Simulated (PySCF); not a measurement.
C₂H₃Br₂Cl. Atoms are numbered in the order given.

```xyz
8

C     -1.8282     0.7201     0.0000
C     -0.3402     0.4338     0.0000
Cl     0.5856     1.9639     0.0000
Br     0.1374    -0.6099    -1.6031
Br     0.1374    -0.6099     1.6031
H     -2.0871     1.3012     0.8968
H     -2.3923    -0.2224     0.0000
H     -2.0871     1.3012    -0.8968
```
Charge 0, spin multiplicity 1.

Geometry optimised at B3LYP-D3(BJ)/def2-SVP.

Vertical ionisation energy (IE) and electron affinity (EA) in eV. Rows of orbital energies are one-electron estimates. Where ΔSCF, EOM or ADC give a negative EA the extra electron is unbound and the value depends on the basis.

```csv
level,IE,EA
"−ε(HOMO), −ε(LUMO), r2SCAN/def2-TZVP (PySCF)",7.14,2.59
"−ε(HOMO), −ε(LUMO), PBE/def2-TZVP (PySCF)",6.80,2.66
```
